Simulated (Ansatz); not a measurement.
A nudged elastic band was laid between two geometries of Cl₂FGaH₂ (6 atoms, charge 0, multiplicity 1).

Method: Ansatz, RKS r2SCANh-D4/def2-SVP.

```yaml
movable_images: 9
climbing_image: yes
spring: 5.0 eV/Å²
optimiser: quadratic models (default)
start_path: through a guess of the saddle point
force_threshold: 0.05 eV/Å
iteration_limit: 60
end_points: relaxed
```

First end point:

```xyz
6
Properties=species:S:1:pos:R:3
Ga 0.017 -0.013 0.063
Cl 0.126 0.357 2.229
Cl 1.881 0.334 -0.926
H -1.350 -0.067 -0.639
F 0.290 -2.061 0.727
H 0.352 -1.782 1.630
```

Last end point:

```xyz
6
Properties=species:S:1:pos:R:3
Ga 0.041 -0.399 -0.229
Cl 0.173 0.002 2.393
Cl 1.885 0.410 -0.936
H -1.372 0.053 -0.630
F 0.271 -2.040 0.452
H 0.317 -1.259 2.034
```

What changes between the two ends?

Bonds broken: F5–H6. Bonds formed: Cl2–H6.

Give the energies along the band, and the barrier.

It converged. The highest image is number 7 of 0 to 10, 0.41 eV above the first end and 0.01 eV above the last; the last end lies 0.40 eV above the first. A vibrational analysis at the climbing image gives one clearly imaginary mode, 230i cm⁻¹: a first-order saddle point. The orbitals stay closed-shell, which can raise the energy where a bond breaks towards radicals; this wasn't checked here.

```
image  path coordinate (Å)  energy (eV)  F5–H6 (Å)  Cl2–H6 (Å)
    0                 0.00         0.00       0.95        2.23
    1                 0.12         0.01       0.96        2.08
    2                 0.24         0.04       0.97        1.94
    3                 0.36         0.10       1.00        1.81
    4                 0.48         0.19       1.05        1.69
    5                 0.60         0.31       1.15        1.58
    6                 0.72         0.38       1.27        1.48
    7                 0.84         0.41       1.41        1.40
    8                 0.94         0.40       1.53        1.36
    9                 1.04         0.40       1.64        1.34
   10                 1.14         0.40       1.76        1.32
```

What is the geometry of the highest image?


```xyz
6
Properties=species:S:1:pos:R:3:forces:R:3
Ga 0.046 -0.324 -0.142 -0.01 0.01 0.00
Cl 0.173 0.008 2.345 0.00 0.02 0.00
Cl 1.899 0.362 -0.938 0.00 0.00 0.00
H -1.375 0.009 -0.616 0.00 0.00 0.00
F 0.277 -2.000 0.610 0.01 0.00 0.01
H 0.294 -1.288 1.824 0.00 -0.02 -0.01
```

What are the harmonic wavenumbers there?

230i, 97, 159, 238, 437, 521, 546, 606, 744, 864, 1797, 2108 cm⁻¹.

The band took 7 iterations and of the order of 8 core-minutes.

The run took 2.2 min on 4 threads of Arm Neoverse V1, with other jobs on the host, peak memory 0.24 GiB.
